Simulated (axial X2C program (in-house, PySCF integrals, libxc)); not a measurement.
## Spin–orbit splitting of π states down a group (EOM-IP-CCSD)

Calculated with an axial X2C code built on PySCF integrals: two-component X2C with atomic mean-field Coulomb and Gaunt terms, Dyall basis sets with cores contracted in-house.

The first pair of π-type roots with Ω = 1/2 and 3/2, reached by removing an electron from a closed-shell reference; vertical energies, inner shells frozen. Splitting means E(3/2) − E(1/2).

Basis sets: B dyall-v3z, Br dyall-cv3z, Cl dyall-av3z, F dyall-av3z, I dyall-cv3z. Correlated electrons in EOM-CCSD (inner shells frozen, about 90 virtual spinors): BF 10, BCl 10, BBr 10, BI 10.

```
species  reference  R (Å)       main character  spinor gap ε(3/2) − ε(1/2), HF (cm⁻¹)
    BF⁺         BF  1.264    85% F pπ, 7% B pπ                                    360
   BCl⁺        BCl  1.724   85% Cl pπ, 9% B pπ                                    720
   BBr⁺        BBr  1.893  85% Br pπ, 10% B pπ                                   2910
    BI⁺         BI  2.139   86% I pπ, 10% B pπ                                   6290
```

(1) Should these pairs be regular or inverted?

EOM-IP-CCSD gives:

```json
{"species": "BF⁺", "IE Ω = 1/2 (eV)": "18.309", "IE Ω = 3/2 (eV)": "18.282", "splitting (cm⁻¹)": "-216", "lowest root?": "no"}
{"species": "BCl⁺", "IE Ω = 1/2 (eV)": "13.839", "IE Ω = 3/2 (eV)": "13.767", "splitting (cm⁻¹)": "-582", "lowest root?": "no"}
{"species": "BBr⁺", "IE Ω = 1/2 (eV)": "12.605", "IE Ω = 3/2 (eV)": "12.308", "splitting (cm⁻¹)": "-2390", "lowest root?": "no"}
{"species": "BI⁺", "IE Ω = 1/2 (eV)": "11.380", "IE Ω = 3/2 (eV)": "10.751", "splitting (cm⁻¹)": "-5077", "lowest root?": "no"}
```

A small p share on a heavy partner can supply much of the splitting, and mixing of Ω = 1/2 with σ states shifts it further.

(2) With what power of Z of the atom that holds the π orbital does the splitting grow here (least-squares line in log–log)?

States that need a further excitation are missing; levels can be off by some tenths of an eV, splittings by less.

Answers

(1) Inverted: a hole in a filled π shell puts Ω = 3/2 lowest, with the sign opposite to the spinor gap.

(2) About Z^1.8 on average, though single steps scatter about that; valence splittings grow roughly as Z², far more slowly than the Z⁴ of hydrogen-like ions, because inner shells screen the nucleus.
